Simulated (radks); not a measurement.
Results of a calculation; reference values are marked as such.
Ionisation of neutral cerium, [Xe] 4f1 5d1 6s2, to [Xe] 4f1 5d2 as the strength of local exchange is varied. Code: a radial shooting solver on a logarithmic mesh with Libxc functionals. Model: non-relativistic Kohn-Sham, Slater X-alpha exchange (alpha = 2/3 is LDA exchange), no correlation, spin-polarised, spherical densities, point nucleus; open shells are filled with parallel spins first (spin-orbit coupling, left out, can overturn this in heavy ions); relativity is left out, which matters for an element this heavy.

| alpha | E(Ce) (hartree) | exchange (hartree) | IE (eV) | -e of the level emptied (eV) | <r> of it (bohr) |
|---|---|---|---|---|---|
| 0.62 | -8544.4387 | -177.0534 | 4.141 | 2.442 (6s) | 4.837 |
| 0.667 | -8557.8705 | -190.7602 | 4.103 | 2.614 (6s) | 4.774 |
| 0.707 | -8569.3177 | -202.4570 | 4.065 | 2.766 (6s) | 4.720 |
| 0.77 | -8587.3764 | -220.9377 | 3.994 | 3.012 (6s) | 4.638 |
| 0.855 | -8611.7983 | -245.9849 | 3.879 | 3.361 (6s) | 4.531 |
| 0.947 | -8638.3051 | -273.2409 | 3.729 | 3.757 (6s) | 4.421 |
| 1.034 | -8663.4417 | -299.1550 | 3.563 | 4.151 (6s) | 4.321 |

NIST Atomic Spectra Database: 5.539 eV (measured). The central value is not met in this range of alpha. Relativity is left out here, which matters for elements this heavy. Open shells are spherical and high-spin; term and fine-structure splittings are not resolved.
